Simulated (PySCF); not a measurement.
Compound: C₃H₄ClOSi (doublet state).
Z-matrix (Å and degrees, GFN2-xTB geometry), rows numbered from 1:
```
C 
C   1  1.3315
Cl  2  1.7336  1  121.52
C   2  1.4635  1  124.78  3  -179.98
O   4  1.2403  2  121.97  1    -0.04
Si  4  1.8564  2  120.05  1   179.98
H   1  1.0758  2  118.47  3  -179.96
H   1  1.0748  2  123.05  3     0.04
H   6  1.4524  4  112.66  2   179.87
H   6  1.4496  4  129.69  2    -0.34
```

The hyperfine couplings belong to this conformer and change with its torsions.

Identity: `C=C(Cl)C(=O)[SiH2]` [radical].

The calculation used UKS B3LYP, pcH-1 on C Cl H O Si, non-relativistic, mean-field spin-orbit, GIAO (PySCF). One conformer (not necessarily the lowest) at the GFN2-xTB geometry, without solvent, vibrations or thermal averaging. A GFN2-xTB geometry isn't a minimum of the functional, and hyperfine couplings can be far from their values at a DFT geometry, by a factor of two or more for some ions and for spin on atoms past the first row. The SCF solution wasn't tested for stability.

Q: Match the computed a_iso(13C) values -29.0, -5.9 MHz with the sites C2; C4.

A: 
```tsv
site	a_iso (MHz)	ρ(0) (bohr⁻³)	position	distance from Si6 (Å)	spin population	largest |T| (MHz)
C2	-5.9	-0.0053	2 bonds from Si6	2.88	-0.01	0.6
C4	-29.0	-0.0257	1 bond from Si6	1.86	-0.03	3.8
```

ρ(0) is the spin density at the nucleus and T the dipolar tensor; a_iso includes a spin–orbit part; entries for several nuclei are means. The largest Mulliken spin populations are on Si6 (+0.87) and O5 (+0.22). The angles at Si6 add up to 360.0°, so it is planar; its axial dipolar tensor and the negative couplings of its protons fit spin in a p orbital normal to that plane.

β density exceeds α density at some nuclei, such as C4 (-0.0257), H9/H10 (-0.0091) and C2 (-0.0053), spin density in bohr⁻³. In a single determinant that takes different orbitals for the two spins, that is spin polarisation.

Means are taken over nuclei equivalent by connectivity, which assumes that they swap fast.

On one thread, Arm Neoverse V1 (aarch64), shared host with 32 logical CPUs at a one-minute load of 42, this took 54 s wall (with the writing of density and orbital grids) and 0.70 GiB of memory at its peak.
